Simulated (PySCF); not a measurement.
## Telling isomers of C8H10ClF apart by NMR

PySCF 2.14 calculation with shieldings: GIAO PBE0/pcSseg-1 and geometry from GFN2-xTB; relativity neglected, averaged over atoms made equivalent by symmetry, fast rotation or ring inversion, one computed conformer, gas phase.

Chemical shifts δ = σref − σ; $^{1}$H and $^{13}$C against TMS, all at this level. Splittings of carbon signals by F and P are missing where no couplings were computed. Where no couplings were computed, multiplicities follow the n + 1 count of equivalent neighbours, and m marks all less simple cases (inequivalent or close neighbours, rings, F or P nearby). Shifts are as computed. Against solution values, carbons near 30 ppm lie about +3 ppm off and those near 130 ppm about +5 ppm; carbons on Cl a further +6 ppm. Of 1211 compounds with measured shifts, 218 miss one by over three times the rms of a fit or turn the order of signals round; such compounds aren't used in these exercises. Carbons bonded to Cl come out too deshielded.

(1) Tabulate the signals of `CC(C)=C(C#CCF)CCl`, `C#C/C(CCF)=C(\C)CCl` and their relative energies.

(2) What is the quickest way to tell CC(C)=C(C#CCF)CCl from C#C/C(CCF)=C(\C)CCl?

Answers

(1) 
| SMILES | carbon types | δC | δH | E rel. (kcal/mol) |
| --- | --- | --- | --- | --- |
| CC(C)=C(C#CCF)CCl | 4×C 2×CH2 2×CH3 | 166.0, 121.2, 96.9, 96.8, 74.0, 51.7, 28.9, 20.9 | 5.57 (m, 2H), 4.30 (s, 2H), 2.30 (s, 3H), 2.16 (s, 3H) | 0.0 |
| C#C/C(CCF)=C(\C)CCl | 3×C 1×CH 3×CH2 1×CH3 | 156.6, 126.2, 92.6, 88.7, 85.7, 50.2, 39.6, 25.4 | 4.86 (m, 2H), 4.22 (s, 2H), 3.01 (s, 1H), 2.73 (m, 2H), 2.34 (s, 3H) | 1.1 |

Energies are electronic energies at PBE0/pcSseg-1 on these geometries, without zero-point or thermal terms, each for the one conformer computed, which needn't be the lowest.

(2) Both give the same number of carbon signals, but DEPT or the intensities differ. The first has a propargylic sp3 CH2 bonded to F at 74.0 ppm, the second a terminal alkyne carbon (CH) at 92.6 ppm. Their most deshielded carbons lie at 166.0 and 156.6 ppm. In the proton spectra the most deshielded non-exchanging signals are 5.57 (m, 2H) and 4.86 (m, 2H).
